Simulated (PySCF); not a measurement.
# What a mistake does to a calculation on BCH6Si anion

All numbers below are calculated, not measured. They come from PySCF 2.14.0, an open-source quantum chemistry program, on an isolated molecule that a program drew, which may never have been made. The molecule is BCH6Si anion (charge -1, singlet), drawn as the SMILES string `[BH3-][SiH]=C`.

Each row is a Hartree-Fock (HF) and frozen-core CCSD(T) single point in the aug-cc-pV(D+d)Z basis, meant for a local HF minimum. Run 1 is clean. Each other run has one planted mistake out of seven kinds, and not every kind appears here: one electron removed, one electron added, multiplicity raised by two, geometry at a saddle point, minimal basis STO-3G, one bond length entered in bohr, all coordinates scaled. The reference is restricted for singlets and unrestricted otherwise, and also for a bond in bohr. Adding or removing an electron swaps singlet and doublet. Electrons count all cores. HOMO and LUMO are orbital energies over both spins, the gradient is its largest component, and the lowest frequency (negative if imaginary) is given only where the gradient is small. Bond lengths are over the 8 bonds as drawn. T1 is the CCSD diagnostic: over 0.02 (restricted) or 0.045 (unrestricted) a single reference is doubtful.

Geometry of the clean run:
```xyz
9
BCH6Si anion, angstrom
B    -0.6223    1.3023   -1.3570
Si   -1.2270    0.0445    0.1292
C    -0.9082   -0.0526    1.8259
H    -0.0687    0.6009   -2.2110
H    -1.6453    1.8111   -1.8285
H     0.1406    2.1525   -0.9012
H    -2.1635   -1.0808   -0.2433
H    -0.2572    0.6525    2.3353
H    -1.3364   -0.8162    2.4689
```

```
run  electrons  basis functions  <S^2>  HOMO (eV)  LUMO (eV)  gradient (hartree/bohr)  lowest frequency (cm^-1)  mean bond (Å)  longest bond (Å)      T1  HF (hartree)  CCSD(T) (hartree)                     mistake
  1         32              132  0.000      -3.51       3.85                  4.3e-05                       135         1.3942             2.039  0.0143    -354.93934         -355.38553                    no fault
  2         32              132  2.036      -0.47       3.58                  1.0e-01                         -         1.3942             2.039  0.0153    -354.85864         -355.27015  multiplicity raised by two
  3         31              132  0.758     -10.31      -1.07                  8.0e-02                         -         1.3942             2.039  0.0175    -354.86794         -355.26187                           ?
  4         32              132  0.000      -3.39       3.84                  3.4e-02                         -         1.4792             2.163  0.0160    -354.91658         -355.37117                           ?
```

**Which mistake was planted in run 3, and what did it cost?**

It counts 31 electrons, one fewer than the clean run, at the same geometry and basis. So the mistake is: one electron removed. Subtracting run 1 and multiplying by 627.51 kcal/mol a hartree, the energy moved by 44.8 kcal/mol in HF and 77.6 kcal/mol in CCSD(T).

**Which mistake was planted in run 4, and what did it cost?**

The mean and the longest bond both change by the same factor, 1.061, and the gradient is no longer small. So the mistake is: all coordinates scaled. Subtracting run 1 and multiplying by 627.51 kcal/mol a hartree, the energy moved by 14.3 kcal/mol in HF and 9.0 kcal/mol in CCSD(T).

